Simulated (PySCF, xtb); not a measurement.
C2H11NSi3, SMILES [SiH2]1[Si@H](N[SiH2]1)CC.

Geometry optimised at PBE0-D3(BJ)/def2-SVP. The structure was generated by enumeration; whether it is a known compound was not checked. One conformer was computed; it need not be the lowest.

Method: IEF-PCM-PBE0/def2-SVP (PySCF).

The values are the electrostatic part of the solvation free energy, E(continuum) − E(gas) at the gas-phase geometry, in a cavity of scaled van der Waals radii (PySCF's table); cavitation and dispersion terms are not included. In vacuum the orbital gap is 7.02 eV. The dipole moment in vacuum is 1.34 D.

Estimate the values in water (ε = 78.36), chlorobenzene (ε = 5.70), acetone (ε = 20.49). (Estimate from the structure and the level; the computed values follow.)


```json
[
 {"solvent": "water", "ε": "78.36", "ΔG(elec) (kcal/mol)": "-1.9", "dipole (D)": "1.77", "gap (eV)": "7.04"},
 {"solvent": "chlorobenzene", "ε": "5.70", "ΔG(elec) (kcal/mol)": "-1.4", "dipole (D)": "1.66", "gap (eV)": "7.03"},
 {"solvent": "acetone", "ε": "20.49", "ΔG(elec) (kcal/mol)": "-1.7", "dipole (D)": "1.75", "gap (eV)": "7.03"}
]
```

For comparison, GFN2-xTB/ALPB(water) (xtb, at the GFN2-xTB geometry, all terms of that model) gives -0.6 kcal/mol.
